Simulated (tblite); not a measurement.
C6H13F.
Structure used (GFN2-xTB), in Å, numbered top down from 1:
```xyz
20
C6H13F angstrom
C     -3.1797   -0.1667   -0.3111
C     -1.8068   -0.7213    0.0495
C     -0.6902    0.2629   -0.2897
C      0.6857   -0.2896    0.0791
C      1.8096    0.6834   -0.2637
C      3.1898    0.1316    0.0591
F      1.6279    1.8524    0.4608
H     -3.2369    0.0504   -1.3757
H     -3.9594   -0.8841   -0.0646
H     -3.3743    0.7531    0.2360
H     -1.7767   -0.9474    1.1178
H     -1.6394   -1.6566   -0.4904
H     -0.7161    0.4852   -1.3596
H     -0.8539    1.1991    0.2475
H      0.7196   -0.5003    1.1501
H      0.8676   -1.2223   -0.4579
H      1.7476    0.9854   -1.3180
H      3.9514    0.8719   -0.1729
H      3.2534   -0.1116    1.1171
H      3.3758   -0.7647   -0.5250
```

Method: GFN2-xTB as coded in tblite; computed harmonic values from a numerical Hessian at the method's own geometry, unscaled. Errors from tens to a few hundred cm⁻¹ against measured bands are possible. One conformer, not necessarily the lowest.

Harmonic wavenumbers (cm⁻¹): 60.2, 79.3, 122.1, 133.4, 187.8, 234.8, 286.0, 297.7, 417.1, 466.2, 493.8, 773.9, 821.3, 871.5, 935.3, 942.8, 950.6, 1018.0, 1076.9, 1080.0, 1110.9, 1138.5, 1143.4, 1165.3, 1219.8, 1253.0, 1274.0, 1283.6, 1301.7, 1312.7, 1348.8, 1376.3, 1400.0, 1417.0, 1470.6, 1477.2, 1490.1, 1494.9, 1499.2, 1504.2, 1507.0, 2900.1, 2959.3, 2968.5, 2979.1, 2982.8, 2989.1, 2995.9, 3030.2, 3032.8, 3037.9, 3044.2, 3048.4, 3056.4.

A = 6687, B = 1012, C = 926.7 MHz; mass 104.100 u (most abundant isotopes); point group C1, symmetry number 1.

Question: Zero-point energy?

Answer: ½Σν̃ = 39231 cm⁻¹ = 469.31 kJ/mol.

Question: Give the ideal-gas entropy at 350 K and 1 bar in the rigid-rotor, harmonic-oscillator model (classical rotation).

Answer: Translation 170.12, rotation 120.53, vibration 125.19: S = 415.8 J/(mol K).

Question: And Cp and H(350 K) − H(0)?

Answer: Cp = 162.62 J/(mol K), of which vibrations give 129.36 (their classical limit is 54 R = 449.0); H(350 K) − H(0) = 34.47 kJ/mol without the zero-point energy, 22.83 from vibrations.

Question: How do the functions run with temperature in this model?

Answer: 
```tsv
T (K)	S (J/(mol K))	Cp (J/(mol K))	H − H(0) (kJ/mol)	G − H(0) (kJ/mol)	ln q(vib)
150	314.0	92.1	9.47	-37.64	2.61
250	368.2	123.6	20.20	-71.85	4.95
298.15	391.5	141.7	26.59	-90.14	6.05
400	438.9	182.9	43.11	-132.44	8.33
600	527.2	254.0	87.15	-229.16	12.82
900	645.1	326.6	175.09	-405.45	19.45
```

q(vib) and H(0) count from the zero-point level.

Question: Which modes carry the vibrational entropy at 350 K?

Answer: 60.2 cm⁻¹: 19.95; 79.3 cm⁻¹: 17.67; 122.1 cm⁻¹: 14.13; 133.4 cm⁻¹: 13.41; 187.8 cm⁻¹: 10.67; 234.8 cm⁻¹: 8.92 J/(mol K); the other 48 give 40.43 together.

Hindered rotation and anharmonicity are outside this model. Other conformers, if any are populated, would add a mixing term that is left out. The structure is chiral; the term R ln 2 for an equal mix with its mirror image is left out.
